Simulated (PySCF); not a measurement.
**Ar²⁺: ionisation energy**

Ar²⁺ [Ne] 3s2 3p4 (3P) → Ar³⁺ [Ne] 3s2 3p3 (4S), as a difference of total energies. Computed with PySCF 2.14 in aug-cc-pCVTZ-DK (8s7p5d3f, 75 functions), with scalar relativity by spin-free X2C-1e. Correlated levels: valence and next inner shell: 1s2 frozen. The calculations carry no spin-orbit coupling.

| method | ionisation energy (eV) | plus first-order spin-orbit estimate | difference from reference of that sum (eV) |
| --- | --- | --- | --- |
| UHF | 39.387 | 39.449 | -1.286 |
| MP2 (valence and next inner shell) | 40.252 | 40.315 | -0.420 |
| SCS-MP2 (valence and next inner shell) | 40.330 | 40.393 | -0.342 |
| CCSD (valence and next inner shell) | 40.363 | 40.426 | -0.309 |
| CCSD(T) (valence and next inner shell) | 40.392 | 40.455 | -0.280 |

Reference: 40.735 ± 0.012 eV (semi-empirical (NIST evaluation); NIST Atomic Spectra Database, ionization energies).

A first-order spin-orbit estimate (lowest level to lowest level, LS coupling) adds 0.063 eV.

Errors of the correlated levels include the incompleteness of this basis and the frozen core.
